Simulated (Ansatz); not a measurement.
Cost and result for the atomization energy of ClFGaH₃Si, SMILES `[F][Ga]([SiH3])[Cl]` (7 atoms, 6 bonds).

Total charge 0; spin multiplicity 1. Correlated methods include outer-core shells of Ga, which these sets cover unevenly. Scalar relativity is left out up to krypton. Geometry: relaxed with PBE0-D4/def2-TZVP. Program: Ansatz. All runs use 4 threads of a server CPU on a shared host. Times are those of one run each, without the atoms' runs, and a repeat can differ threefold. Electronic energies, without spin–orbit coupling; frozen cores. CCSD(T)/CBS adds CCSD(T) − MP2 in def2-TZVPP to the MP2 limit, and its time is that of the two runs behind it. T1 = 0.013. With those shells the extrapolation isn't a true limit. B3LYP takes the VWN-RPA correlation (the form of Gaussian; ORCA's B3LYP/G). HSE06 is the plane-wave form, built on full-range PBE exchange.

CCSD(T)/CBS is a level of theory with its own doubt, some kJ/mol a heavy atom from the limit and from the frozen cores, so smaller differences don't rank the functionals.

| level | functions | wall time | atomization (kJ/mol) | difference from CCSD(T)/CBS | per bond |
| --- | --- | --- | --- | --- | --- |
| LDA (SPW92)/def2-TZVPP | 205 | 0.7 s | 2302.8 | 247.1 | 41.2 |
| PBE0-D4/def2-TZVPP | 205 | 1.8 s | 2017.7 | -38.0 | -6.3 |
| HSE06-D4/def2-TZVPP | 205 | 2 s | 2018.7 | -37.0 | -6.2 |
| CCSD(T)/def2-SVP | 97 | 2.5 s | 1917.8 | -137.9 | -23.0 |
| r2SCAN-D4/def2-TZVPP (with forces) | 205 | 2.5 s | 2058.6 | 2.9 | 0.5 |
| B3LYP-D4/def2-TZVPP (with forces) | 205 | 2.6 s | 2016.3 | -39.4 | -6.6 |
| B2PLYP/def2-TZVPP | 205 | 2.8 s | 2010.5 | -45.2 | -7.5 |
| B97M-V/def2-TZVPP | 205 | 3.5 s | 2061.6 | 5.9 | 1.0 |
| ωB97X-V/def2-TZVPP | 205 | 4.1 s | 2065.0 | 9.3 | 1.5 |
| ωB97M-V/def2-TZVPP (with forces) | 205 | 6 s | 2038.9 | -16.8 | -2.8 |
| MP2/def2-QZVPP | 376 | 11 s | 2072.6 | 16.9 | 2.8 |
| CCSD(T)/def2-TZVPP | 205 | 23 s | 2007.4 | -48.3 | -8.0 |
| CCSD(T)/CBS(def2) | – | 34 s | 2055.7 | 0.0 | 0.0 |

From BLYP to BHLYP (50 % exact exchange), in def2-TZVPP and without D4, the atomization energy moves by −13.6 kJ/mol: exact exchange takes away binding that semilocal exchange gives to molecules. In def2-TZVPP, CCSD(T) changes the Hartree–Fock value by +473.3 kJ/mol (the triples alone add +29.2 kJ/mol) and MP2 by +509.4 kJ/mol; breaking electron pairs costs correlation energy, which Hartree–Fock lacks. Leaving LDA and LC-ωPBE aside and taking each functional with its dispersion term where it has one, the values, not all of them listed here, spread over 84.1 kJ/mol, from BHLYP-D4 to ωB97X-V. LDA lies +277.3 kJ/mol from PBE without D4, its usual overbinding.
